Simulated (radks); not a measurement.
Eu19+, configuration [Kr] 4d8 (the NIST ground configuration). Calculated with a radial shooting solver on a logarithmic mesh with Libxc functionals: non-relativistic Kohn-Sham, LDA (Slater exchange, Perdew-Wang correlation), spin-unpolarised, spherical densities, point nucleus; relativity is left out, which matters for an element this heavy.

Unscreened Slater integrals over Kohn-Sham orbitals (hartree).

F0(4d,4d): 1.5289
F2(4d,4d): 0.78503
F4(4d,4d): 0.53161
F0(4d,4p): 1.5395
F2(4d,4p): 0.79701
G1(4d,4p): 0.99877
G3(4d,4p): 0.63573
F0(4d,4s): 1.5476
G2(4d,4s): 0.77487
F0(4d,3d): 1.9855
F2(4d,3d): 0.53185
F4(4d,3d): 0.25842
G0(4d,3d): 0.16864
G2(4d,3d): 0.20938
G4(4d,3d): 0.16364
F0(4p,4p): 1.5532
F2(4p,4p): 0.81777
F0(4p,4s): 1.5613
G1(4p,4s): 1.0647
F0(4p,3d): 1.9896
F2(4p,3d): 0.52520
G1(4p,3d): 0.16858
G3(4p,3d): 0.16769
F0(4s,4s): 1.5702
F0(4s,3d): 1.9980
G2(4s,3d): 0.16561
F0(3d,3d): 4.0081
F2(3d,3d): 2.0378
F4(3d,3d): 1.3097

Derived for the open shells (J is the average intra-shell exchange parameter used in DFT+U). 4d: Racah B = F2/49 - 5 F4/441 = 0.009994 hartree, C = 35 F4/441 = 0.04219 hartree, C/B = 4.22, F4/F2 = 0.677, J = (F2 + F4)/14 = 0.09405 hartree.
